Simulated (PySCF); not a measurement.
A run for PySCF: R-BP86/6-31G* on CH7GeN (SMILES [CH3][GeH2][NH2]), a point of a torsion scan.

```python
from pyscf import gto, scf, dft, mp
from pyscf.data.elements import chemcore

mol = gto.M(
    atom='''
    C     1.37188975    0.49515459    0.00801654
    Ge   -0.17112280   -0.74501324   -0.03103438
    N    -1.79829166    0.04736998    0.12376797
    H     2.30918588   -0.04240639   -0.09051546
    H     1.30721190    1.21190954   -0.80758537
    H     1.39776605    1.04956501    0.94342985
    H    -0.11616377   -1.72947941    1.10030220
    H    -0.23066205   -1.49027993   -1.33282692
    H    -2.03357276    0.71995897   -0.59308641
    H    -2.00130425    0.46924799    1.01956498
    ''',
    basis='6-31g*',
    cart=True,
    charge=0, spin=0, verbose=3, max_memory=1800)
mf = dft.RKS(mol, xc='b88,p86')
mf.conv_tol = 1e-8
mf.max_cycle = 100
mf.kernel()
if not mf.converged:
    mf = mf.newton().run(mf.mo_coeff, mf.mo_occ)
```

Predict the final total energy.

-2174.0548 hartree.
